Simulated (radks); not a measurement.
Results of a calculation; reference values are marked as such.
Q: All-electron atom: the hafnium ion Hf45+ in [Ar] 3d9. Code: a radial shooting solver on a logarithmic mesh with Libxc functionals. Model: Dirac Kohn-Sham, PBE, spin-unpolarised, spherical densities, point nucleus; open shells fill j = l - 1/2 first. Some entries of the table are withheld. Estimate them.

| orbital | occ. | eigenvalue (hartree) | r(max) (bohr) |
|---|---|---|---|
| 1s1/2 | 2 | -2482.540 | 0.01190 |
| 2s1/2 | 2 | -493.9537 | 0.06815 |
| 2p1/2 | 2 | (1) | 0.05083 |
| 2p3/2 | 4 | (2) | 0.05742 |
| 3s1/2 | 2 | -172.3035 | (3) |
| 3p1/2 | 2 | (4) | 0.1776 |
| 3p3/2 | 4 | (5) | 0.1905 |
| 3d3/2 | 4 | -142.0076 | 0.1487 |
| 3d5/2 | 5 | -139.7684 | 0.1523 |
| 4s1/2 | 0 | -85.60633 | 0.3976 |
| 4p1/2 | 0 | -82.32249 | 0.3921 |
| 4p3/2 | 0 | -78.85532 | 0.4117 |

A: 
(1) 2p1/2 eigenvalue (hartree): -476.0006
(2) 2p3/2 eigenvalue (hartree): -431.9235
(3) 3s1/2 r(max) (bohr): 0.1897
(4) 3p1/2 eigenvalue (hartree): -164.5961
(5) 3p3/2 eigenvalue (hartree): -154.5683
